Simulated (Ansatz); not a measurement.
Molecule: sum formula HSiO (charge +1, singlet). It need not be the lowest isomer of its formula. 
Structure (B3LYP-D3(BJ)/def2-TZVP (Ansatz, a quantum-chemistry and plane-wave program) minimum search):
```xyz
3

O      0.0000     0.0000    -0.8973
Si     0.0000     0.0000     0.6459
H      0.0000     0.0000    -1.8643
```
Charge +1, spin multiplicity 1.

Basis-set convergence of Hartree-Fock and MP2 correlation energies (hartree) with Ansatz. Valence correlation only, unless marked. No spin-orbit coupling. Non-relativistic.

```csv
basis,functions,E(HF),"E(corr, MP2)"
cc-pV(D+d)Z,42,-364.13343,-0.25008
cc-pV(T+d)Z,83,-364.17649,-0.31248
cc-pV(Q+d)Z,149,-364.18540,-0.33622
cc-pV(5+d)Z,246,-364.18753,-0.34627
```

Extrapolating the two largest sets (X = 4 and 5) as X^-3: E(corr) = (125·(-0.34627) - 64·(-0.33622))/61 = -0.3568 Eh, an estimate of the basis-set limit. The largest set recovers 97.0 % of it, the smallest 70.1 %.
